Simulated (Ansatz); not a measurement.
Total energies of Cl₂H₂O₂Si (`O[Si](O)(Cl)Cl`).

```xyz
7

O     1.276    0.107    0.588
Si   -0.115    0.084   -0.246
O    -1.338    0.392    0.763
Cl   -0.174    1.512   -1.682
Cl   -0.316   -1.736   -1.153
H     2.068   -0.229    0.165
H    -1.400   -0.131    1.564
```

Charge 0, multiplicity 1. The structure was optimised at the PBE0-D4/def2-TZVP level. It is one conformer, not always the lowest. Basis def2-TZVPP, the Gaussian-basis code of Ansatz.

RPA on PBE orbitals: Hartree–Fock energy of these orbitals -1359.09864 Eh, correlation -1.51631 Eh (frozen core).

| functional | energy without D4 (Eh) | D4 term (kJ/mol) |
| --- | --- | --- |
| LDA (SPW92) | -1356.67646 | – |
| PBE | -1361.18802 | -21.2 |
| revPBE | -1361.58276 | -59.0 |
| BLYP | -1361.83648 | -46.7 |
| r2SCAN | -1361.72002 | -4.8 |
| B97M-V | -1361.51786 | – |
| PBE0 | -1361.29096 | -18.0 |
| B3LYP | -1361.91857 | -34.9 |
| r2SCANh | -1361.70671 | -5.2 |
| r2SCAN0 | -1361.68781 | -5.8 |
| HSE06 (plane-wave form) | -1361.26280 | -16.9 |
| BHLYP | -1361.80412 | -28.3 |
| CAM-B3LYP | -1361.86469 | -18.4 |
| LC-ωPBE | -1361.44561 | – |
| ωB97X-V | -1361.64027 | – |
| ωB97M-V | -1361.77599 | – |
| B2PLYP | -1361.40411 | – |
| PBE-QIDH | -1361.02719 | – |

B3LYP takes the VWN-RPA correlation (the form of Gaussian; ORCA's B3LYP/G). HSE06 is the plane-wave form, built on full-range PBE exchange. The double hybrids freeze the cores in their second-order part.

LC-ωPBE has ω = 0.4 bohr⁻¹.
